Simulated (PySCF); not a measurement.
## Ti⁺: excitation energy

Ti⁺ [Ar] 3d2 4s1 (4F) → Ti⁺ [Ar] 3d1 4s2 (2D), as a difference of total energies. All numbers are calculated (PySCF 2.14, no relativity, point nucleus, in aug-cc-pVTZ). Correlated levels: valence: [Ar] frozen. The calculations carry no spin-orbit coupling.

```csv
method,excitation energy (eV)
UHF,4.058
LDA,4.033
PBE,4.156
PBE0,4.143
r2SCAN,4.711
B97-3,3.688
wB97M-V,3.642
CAM-B3LYP,3.875
r2SCANh,4.630
MP2 (valence),3.460
SCS-MP2 (valence),3.151
```

Q: How much does correlation contribute at MP2 (valence)?

A: 3.460 − (4.058) = -0.598 eV, measured against UHF.

These non-relativistic numbers lack the scalar-relativistic shift.

Errors of the correlated levels include the incompleteness of this basis and the frozen core.

For comparison: 3.084 eV (measured; NIST levels, between the centres of gravity of the two terms).
